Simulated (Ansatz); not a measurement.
Born–Oppenheimer molecular dynamics of Cl$_{2}$FH$_{4}$HfNO (10 atoms, charge 0, multiplicity 1). It starts at the highest image of a converged band, a first-order saddle point between two minima.

All numbers below come from RKS PBE-D4/def2-SVP (Ansatz 0.2.0).

* ensemble: NVE (velocity Verlet)
* time step: 0.5 fs
* steps asked: 200
* starting velocities drawn for: 100 K
* seed: 6537

Frames 1 fs apart, positions in Å, forces in eV/Å.

Velocities at 10 fs (Å/ps):

```
Hf -0.12 -0.33 -0.01
N -0.15 1.79 0.80
H 2.66 -3.72 -1.13
H -8.15 16.89 -7.76
F 0.42 -2.80 -1.98
Cl 0.33 0.33 0.92
Cl 0.86 0.76 -0.65
O -0.28 1.77 1.67
H -15.56 4.41 3.51
H -0.53 1.87 -2.61
```

```xyz
10
Properties=species:S:1:pos:R:3:forces:R:3 time_fs=10 energy_less_start_eV=0.040 T=61
Hf 0.060 0.282 0.121 0.78 0.15 -0.17
N -0.070 0.156 2.293 -0.36 -0.09 -0.14
H -1.009 0.201 2.719 0.03 0.01 -0.01
H 0.376 -0.670 2.700 0.15 -0.22 0.19
F 1.758 0.080 -0.824 -0.62 0.15 0.41
Cl -1.611 1.619 -0.868 -0.04 0.02 -0.02
Cl -0.684 -1.933 -0.237 -0.09 -0.14 0.01
O 1.059 1.962 1.251 -0.82 -0.18 -0.36
H 1.937 2.335 1.241 0.98 0.42 0.00
H 0.741 1.389 2.110 0.01 -0.12 0.09
10
Properties=species:S:1:pos:R:3:forces:R:3 time_fs=11 energy_less_start_eV=0.064 T=39
Hf 0.060 0.281 0.121 0.81 0.17 -0.17
N -0.071 0.158 2.293 -0.57 0.44 -0.49
H -1.006 0.198 2.717 -0.11 0.05 0.03
H 0.369 -0.655 2.693 0.50 -0.82 0.49
F 1.759 0.077 -0.826 -0.65 0.16 0.43
Cl -1.611 1.620 -0.867 -0.04 0.02 -0.03
Cl -0.683 -1.932 -0.238 -0.10 -0.15 0.01
O 1.059 1.964 1.252 -1.17 -0.34 -0.41
H 1.927 2.342 1.245 1.34 0.58 0.00
H 0.741 1.390 2.108 0.00 -0.12 0.14
10
Properties=species:S:1:pos:R:3:forces:R:3 time_fs=12 energy_less_start_eV=0.065 T=38
Hf 0.060 0.281 0.121 0.84 0.19 -0.18
N -0.071 0.160 2.294 -0.61 0.63 -0.65
H -1.005 0.195 2.717 -0.22 0.08 0.07
H 0.367 -0.647 2.692 0.65 -1.05 0.60
F 1.758 0.075 -0.828 -0.67 0.17 0.44
Cl -1.611 1.620 -0.866 -0.05 0.02 -0.03
Cl -0.683 -1.932 -0.239 -0.10 -0.16 0.01
O 1.058 1.966 1.254 -0.78 -0.17 -0.45
H 1.929 2.354 1.248 0.95 0.42 0.00
H 0.740 1.390 2.107 -0.01 -0.11 0.17
10
Properties=species:S:1:pos:R:3:forces:R:3 time_fs=13 energy_less_start_eV=0.049 T=53
Hf 0.060 0.281 0.121 0.87 0.21 -0.18
N -0.072 0.162 2.294 -0.42 0.32 -0.51
H -1.005 0.192 2.717 -0.26 0.08 0.09
H 0.371 -0.650 2.695 0.50 -0.76 0.45
F 1.758 0.072 -0.829 -0.68 0.17 0.45
Cl -1.611 1.620 -0.865 -0.05 0.02 -0.03
Cl -0.682 -1.931 -0.239 -0.11 -0.18 0.01
O 1.056 1.967 1.255 0.05 0.19 -0.46
H 1.940 2.370 1.252 0.10 0.03 0.00
H 0.740 1.389 2.108 -0.01 -0.09 0.18
10
Properties=species:S:1:pos:R:3:forces:R:3 time_fs=14 energy_less_start_eV=0.045 T=56
Hf 0.060 0.281 0.121 0.89 0.24 -0.19
N -0.074 0.165 2.293 -0.13 -0.29 -0.17
H -1.008 0.190 2.717 -0.19 0.07 0.07
H 0.379 -0.659 2.703 0.15 -0.14 0.14
F 1.757 0.070 -0.831 -0.68 0.18 0.45
Cl -1.610 1.621 -0.864 -0.06 0.02 -0.04
Cl -0.681 -1.930 -0.240 -0.12 -0.19 0.01
O 1.054 1.968 1.255 0.82 0.52 -0.43
H 1.951 2.386 1.255 -0.68 -0.34 -0.01
H 0.739 1.388 2.111 -0.01 -0.07 0.16
10
Properties=species:S:1:pos:R:3:forces:R:3 time_fs=15 energy_less_start_eV=0.060 T=43
Hf 0.060 0.280 0.121 0.91 0.27 -0.19
N -0.075 0.167 2.293 0.11 -0.88 0.20
H -1.012 0.189 2.719 -0.05 0.06 0.02
H 0.389 -0.670 2.712 -0.21 0.47 -0.17
F 1.756 0.067 -0.832 -0.67 0.18 0.45
Cl -1.610 1.621 -0.863 -0.06 0.02 -0.04
Cl -0.680 -1.930 -0.241 -0.13 -0.21 0.01
O 1.053 1.970 1.256 1.21 0.67 -0.36
H 1.957 2.399 1.259 -1.09 -0.55 -0.02
H 0.738 1.385 2.115 -0.02 -0.04 0.10
10
Properties=species:S:1:pos:R:3:forces:R:3 time_fs=16 energy_less_start_eV=0.070 T=33
Hf 0.060 0.280 0.121 0.92 0.30 -0.18
N -0.077 0.169 2.292 0.22 -1.24 0.48
H -1.018 0.189 2.720 0.10 0.04 -0.04
H 0.397 -0.676 2.720 -0.45 0.86 -0.38
F 1.755 0.065 -0.832 -0.66 0.18 0.44
Cl -1.610 1.621 -0.863 -0.06 0.02 -0.04
Cl -0.680 -1.929 -0.241 -0.13 -0.22 0.01
O 1.052 1.973 1.256 1.14 0.58 -0.27
H 1.952 2.407 1.262 -1.04 -0.53 -0.03
H 0.737 1.383 2.120 -0.04 0.00 0.01
10
Properties=species:S:1:pos:R:3:forces:R:3 time_fs=17 energy_less_start_eV=0.063 T=40
Hf 0.061 0.280 0.121 0.92 0.34 -0.16
N -0.078 0.170 2.292 0.20 -1.29 0.59
H -1.022 0.189 2.721 0.22 0.04 -0.09
H 0.400 -0.675 2.724 -0.52 0.94 -0.42
F 1.753 0.063 -0.833 -0.63 0.18 0.43
Cl -1.609 1.622 -0.862 -0.06 0.02 -0.05
Cl -0.679 -1.929 -0.242 -0.14 -0.23 0.01
O 1.053 1.975 1.256 0.62 0.26 -0.18
H 1.938 2.410 1.265 -0.55 -0.30 -0.04
H 0.736 1.380 2.125 -0.06 0.03 -0.08
10
Properties=species:S:1:pos:R:3:forces:R:3 time_fs=18 energy_less_start_eV=0.051 T=51
Hf 0.061 0.280 0.121 0.90 0.38 -0.14
N -0.079 0.171 2.293 0.08 -1.04 0.50
H -1.024 0.189 2.721 0.26 0.04 -0.10
H 0.399 -0.664 2.724 -0.40 0.71 -0.31
F 1.751 0.061 -0.833 -0.61 0.18 0.42
Cl -1.609 1.622 -0.861 -0.06 0.01 -0.05
Cl -0.678 -1.929 -0.242 -0.14 -0.23 0.02
O 1.053 1.978 1.256 -0.21 -0.22 -0.11
H 1.919 2.410 1.268 0.26 0.11 -0.04
H 0.734 1.377 2.129 -0.08 0.05 -0.17
10
Properties=species:S:1:pos:R:3:forces:R:3 time_fs=19 energy_less_start_eV=0.052 T=51
Hf 0.061 0.279 0.121 0.88 0.42 -0.11
N -0.080 0.170 2.293 -0.12 -0.53 0.22
H -1.024 0.190 2.721 0.20 0.06 -0.08
H 0.394 -0.647 2.721 -0.11 0.21 -0.05
F 1.749 0.059 -0.833 -0.57 0.18 0.40
Cl -1.609 1.623 -0.860 -0.06 0.01 -0.05
Cl -0.678 -1.928 -0.243 -0.15 -0.23 0.02
O 1.054 1.980 1.256 -1.00 -0.68 -0.07
H 1.902 2.412 1.270 1.03 0.50 -0.03
H 0.731 1.376 2.132 -0.09 0.07 -0.23
10
Properties=species:S:1:pos:R:3:forces:R:3 time_fs=20 energy_less_start_eV=0.059 T=44
Hf 0.061 0.279 0.121 0.84 0.44 -0.08
N -0.081 0.169 2.294 -0.33 0.11 -0.18
H -1.022 0.192 2.719 0.06 0.07 -0.03
H 0.388 -0.628 2.718 0.27 -0.43 0.29
F 1.746 0.057 -0.833 -0.53 0.18 0.37
Cl -1.609 1.623 -0.859 -0.06 0.01 -0.05
Cl -0.677 -1.928 -0.244 -0.15 -0.24 0.02
O 1.054 1.983 1.256 -1.26 -0.85 -0.06
H 1.895 2.418 1.272 1.26 0.63 -0.03
H 0.728 1.374 2.132 -0.10 0.08 -0.25
10
Properties=species:S:1:pos:R:3:forces:R:3 time_fs=21 energy_less_start_eV=0.058 T=44
Hf 0.062 0.279 0.121 0.79 0.46 -0.04
N -0.083 0.168 2.295 -0.45 0.61 -0.54
H -1.019 0.194 2.718 -0.11 0.08 0.04
H 0.385 -0.613 2.717 0.57 -0.92 0.56
F 1.743 0.055 -0.833 -0.47 0.18 0.34
Cl -1.609 1.623 -0.858 -0.06 0.01 -0.06
Cl -0.677 -1.928 -0.244 -0.15 -0.24 0.02
O 1.053 1.984 1.256 -0.82 -0.63 -0.07
H 1.899 2.429 1.273 0.79 0.38 -0.03
H 0.723 1.374 2.130 -0.09 0.08 -0.23
```

Of the whole run (100 fs, mean temperature of the second half 70 K): The conserved energy stayed within 0.12 meV per atom of its start (net change 0.083 meV per atom), so the integration is sound. A run of 0.1 ps of so small a system gives no equilibrium averages. The orbitals stay closed-shell, which can raise the energy where a bond breaks towards radicals; this wasn't checked here.

Run time: 5.7 min on 4 threads of Arm Neoverse V2 (shared host), peak memory 0.2 GiB.
